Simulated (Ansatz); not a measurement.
Consider the ligand exchange at the Si–C bond: `[SiH3][SiH2]CCl` + `O[SiH2]S` → `O[SiH2]S[SiH2][SiH3]` + `CCl`.

Gas-phase electronic energies from Ansatz, PBE0-D4/def2-TZVP geometries. CCSD(T)/CBS is the MP2 limit (def2-TZVPP, def2-QZVPP) plus CCSD(T) − MP2 in def2-TZVPP, frozen cores. This one scheme is used for every species. DFT in def2-TZVPP. One conformer a species, not always the lowest.

(1) Is it downhill or uphill in electronic energy at CCSD(T)/CBS, and by how much? (An estimate is asked.)

(2) What do these levels give: ωB97X-V, ωB97M-V, PBE, MP2/def2-TZVPP, CCSD/def2-TZVPP, HF/CBS(def2)? (Best estimate.)

Largest T1 diagnostic among the species: 0.012.

Answers

(1) Ansatz gave: Downhill: ΔE = -0.75 eV.

(2) Ansatz gave: ωB97X-V -0.73, ωB97M-V -0.74, PBE -0.71, MP2/def2-TZVPP -0.77, CCSD/def2-TZVPP -0.70, HF/CBS(def2) -0.71 eV.

The D4 term adds −0.08 eV with B3LYP and −0.05 eV with PBE0; it sums over pairs of atoms, weighted by their polarisabilities, and B3LYP, whose exchange is more repulsive, gets the larger term.

B3LYP here is the variant with VWN-RPA as its local correlation; programs differ in this.
